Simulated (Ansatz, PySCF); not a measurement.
Reaction (SMILES): C#CC=O + 2 C (CH4) -> C#C (C2H2) [acetylene] + C=O (CH2O) [formaldehyde] + CC (C2H6)
Geometries: B3LYP-D3(BJ)/def2-TZVP minima from Ansatz (a quantum-chemistry and plane-wave program). Unstable Hartree-Fock reference: C#CC=O.

Property: bond separation energy (enthalpy at 298 K, with B3LYP-D3(BJ) rigid-rotor harmonic-oscillator terms from PySCF), in kcal/mol. Valence correlation only, unless marked. Spin-orbit coupling is left out. Non-relativistic. Basis-set limits of correlation are two-point, X^-3; Hartree-Fock from the larger set. The bracket is a focal-point correction in the basis named.

```
level                                                     program  bond separation energy (kcal/mol)
-------------------------------------------------  --------------  ---------------------------------
HF/6-31G                                                   Ansatz                               14.2
RI-HF/cc-pVQZ                                              Ansatz                                9.8
BP86-D3(BJ)/def2-TZVPD                              PySCF + dftd3                               15.6
PBE0/def2-TZVP                                             Ansatz                               14.1
BHLYP/def2-TZVPD                                           Ansatz                               12.4
M06-2X/def2-TZVPD                                           PySCF                               11.7
HSE06-D4/def2-TZVPD                                Ansatz + dftd4                               14.2
CAM-B3LYP-D4/def2-TZVPD                            Ansatz + dftd4                               13.1
wB97X/def2-TZVPD                                           Ansatz                               12.2
MP2/STO-3G                                                 Ansatz                               14.2
MP2/6-31G*                                                 Ansatz                               14.6
MP2/aug-cc-pVDZ                                            Ansatz                               12.7
SCS-MP2/6-31G                                              Ansatz                               14.6
SCS-MP2/aug-cc-pVDZ                                        Ansatz                               11.7
SCS-MP2/aug-cc-pVTZ                                        Ansatz                               12.1
SCS-MP2/cc-pwCVTZ                                          Ansatz                               12.5
CCSD/6-31G                                                 Ansatz                               13.2
CCSD/6-31G*                                                Ansatz                               12.2
CCSD(T)/6-31G                                              Ansatz                               14.0
CCSD(T)/aug-cc-pVDZ                                        Ansatz                               11.5
RI-MP2/CBS(cc-pVTZ,cc-pVQZ)+[CCSD(T)-MP2]/cc-pVTZ          Ansatz                               11.8
```
